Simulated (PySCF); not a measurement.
Structure with atom numbers: `[OH:1][B:2]([OH:3])[CH2:4][B:5]([F:6])[F:7]` (H(Xn): hydrogen on atom n).

Geometry: PBE0-D3(BJ)/def2-SVP; GIAO absolute shieldings from PySCF 2.14, gas phase, non-relativistic, averaged over equivalent atoms.

At BHandHLYP/pcSseg-1 (139 basis functions, 21 s wall time on 1 thread of an Arm Neoverse V2, shared host):
| atoms | σ (ppm) |
| --- | --- |
| O1/O3 | 217.3 |
| B2 | 72.8 |
| B5 | 73.5 |
| C4 | 181.2 |
| F6/F7 | 256.1 |
| H(O1)/H(O3) | 28.46 |
| H(C4) | 30.85 |

Task: Predict the values at KT3/pcSseg-2 on the same geometry.

Result: 
```json
{"atoms": "O1/O3", "σ at KT3/pcSseg-2": "204.1", "change": "-13.2"}
{"atoms": "B2", "σ at KT3/pcSseg-2": "72.1", "change": "-0.7"}
{"atoms": "B5", "σ at KT3/pcSseg-2": "72.9", "change": "-0.6"}
{"atoms": "C4", "σ at KT3/pcSseg-2": "179.8", "change": "-1.4"}
{"atoms": "F6/F7", "σ at KT3/pcSseg-2": "242.7", "change": "-13.4"}
{"atoms": "H(O1)/H(O3)", "σ at KT3/pcSseg-2": "28.70", "change": "+0.24"}
{"atoms": "H(C4)", "σ at KT3/pcSseg-2": "30.58", "change": "-0.27"}
```

The largest change is at F6/F7 (fluorine bonded to B). Cost: 308 basis functions, 52 s wall time on 1 thread of an Arm Neoverse V1, shared host.

A carbon bonded to boron is broadened by the quadrupolar boron nucleus and is often missing from a measured spectrum.
